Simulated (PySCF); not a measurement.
## Dipole moment and polarisability of `N[C@@H]1CC[C@H](S)C1`

Compound: C₅H₁₁NS.
Structure used (GFN2-xTB), in Å, numbered top down from 1:
```
atom  x, y, z in Å
N1     2.2622    0.3418    0.4748
C2     1.0786   -0.0333   -0.2766
C3     0.1708    1.1814   -0.5077
C4    -1.2432    0.6107   -0.6741
C5    -1.1847   -0.8259   -0.1237
S6    -2.5645   -1.2317    1.0017
C7     0.1834   -0.9716    0.5359
H8     2.8212    1.0012   -0.0557
H9     2.8370   -0.4728    0.6616
H10    1.3115   -0.5079   -1.2482
H11    0.4813    1.7677   -1.3713
H12    0.2334    1.8148    0.3776
H13   -1.9742    1.2081   -0.1298
H14   -1.5446    0.5993   -1.7216
H15   -1.2980   -1.5529   -0.9305
H16   -2.2689   -0.3105    1.9171
H17    0.1574   -0.6089    1.5650
H18    0.5327   -2.0030    0.5406
```

Level: B3LYP/def2-SVPD (PySCF), static field, nuclei fixed, core orbitals frozen in the response. The polarisability tensor in these axes (au):

```
x   100.11   5.85  -4.28
y     5.85  83.21  -5.95
z    -4.28  -5.95  81.18
```

Diagonalise the tensor; give its mean and Δα, where Δα² is half the sum of the squared differences of the eigenvalues.

Principal values 76.15, 84.82 and 103.53 au; mean 88.17 au = 13.07 Å³ = 14.54 × 10⁻⁴⁰ C²·m²/J; Δα = 24.24 au (27 % of the mean).

What is the dipole moment, and where does it point?

(2.03, 0.49, -1.57) D, 2.61 D in size, pointing from the negative to the positive side. Measured along this direction, the outermost atoms are H16 at the negative end and H8 at the positive end.

In TDDFT the mean static polarisability is Σ f/ω² over all singlet excitations (ω in hartree). How much of it do the 8 lowest give? Their energies (eV) and oscillator strengths: 5.30, 0.0072; 5.97, 0.0162; 5.99, 0.0265; 6.12, 0.0023; 6.36, 0.0035; 6.45, 0.0066; 6.79, 0.0047; 6.83, 0.0262.

They add up to 1.80 au, 2.0 % of the 88.17 au; the largest single term is 0.55 au, from the state at 5.99 eV. Terms in order: 0.19, 0.34, 0.55, 0.05, 0.06, 0.12, 0.08, 0.42 au. Higher excitations give the rest. The strengths listed sum to 0.093.

What molar refraction does this α imply?

Lorentz–Lorenz: R = (4π/3)N_A α = 2.5225 cm³/(mol·Å³) × 13.07 Å³ = 33.0 cm³/mol, in the limit of long wavelengths.

Find the Langevin capture rate constant for O2+ (31.990 u) meeting this molecule (117.061 u), k = 2.342 × 10⁻⁹ cm³/s × √(α in Å³ / reduced mass in u).

The reduced mass is 25.12 u, so k = 1.69 × 10⁻⁹ cm³/s. The formula leaves out the permanent dipole, which adds to the capture rate.

Refractivity n − 1 of an ideal gas of it at 350 K and 1 atm, from the electronic α?

N = p/kT = 2.0968 × 10¹⁹ cm⁻³, so n − 1 = 2π × N × 13.07 × 10⁻²⁴ cm³ = 1721 × 10⁻⁶ at long wavelengths.

Give the eigenvalues of the traceless quadrupole moment Θ = ½Σq(3rr − r²1), origin at the centre of nuclear charge.

-6.42, -0.07, 6.49 D·Å. The values depend on the origin, since the dipole doesn't vanish. The electronic extent ⟨r²⟩ about the same centre is 1109 bohr², a root-mean-square distance of 2.20 Å for the 64 electrons.

Isolated species at its GFN2-xTB geometry (one conformer only).
